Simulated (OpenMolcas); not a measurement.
An OpenMolcas run meant for Ne V (ANO-R3, X2C; inactive shells 1s; intended active space 4 electrons in 8 orbitals (2s 2p 3s 3p)). One step of its input:

```
&CASPT2
Multistate=3 1 2 3
Frozen=0 0
IPEA=0.25
Imaginary=0.1
MaxIter=60
WThr=0.0 0.3 0.05
PrWF=0.5
NoMix
Deleted=6 8
```

The run finished. Its levels beside those of a sound run (SS-CASPT2, IPEA 0.25 Eh, imaginary shift 0.1 Eh (closed shells correlated: 1s)), in eV above each run's lowest level:

```tsv
Level	This run	Usual run
2s² 2p² ³P₀	0.0000	0.0000
2s² 2p² ³P₁	0.0485	0.0484
2s² 2p² ³P₂	0.1400	0.1398
2s² 2p² ¹D₂	4.0810	3.8505
2s² 2p² ¹S₀	7.7323	7.9827
2s 2p³ ⁵S°₂	10.0250	10.6673
2s 2p³ ³D°₁	22.0237	21.6905
2s 2p³ ³D°₂	22.0238	21.6906
2s 2p³ ³D°₃	22.0267	21.6934
2s 2p³ ³P°₀	25.9134	25.8011
2s 2p³ ³P°₁	25.9156	25.8032
2s 2p³ ³P°₂	25.9194	25.8070
```

Question: Which setting is unsound, and how much does it matter here?

Answer: Nearly half of the orbitals are deleted from the virtual space, which removes much of the correlation energy. Against the sound run the excited levels shown move by 1800 cm-1 on average and by 5200 cm-1 at most.

CASPT2 does not keep the components of a term degenerate, so their means are used; among the terms shown or strongly mixed into the levels shown the widest spread is 1100 cm-1 (2s² 2p² ¹D, this run). Active for correlation alone: 3p 3s; no level in the range computed is led by a configuration that fills them, so any true level of that kind is missing. Only configurations of the active space appear.

° marks odd parity.
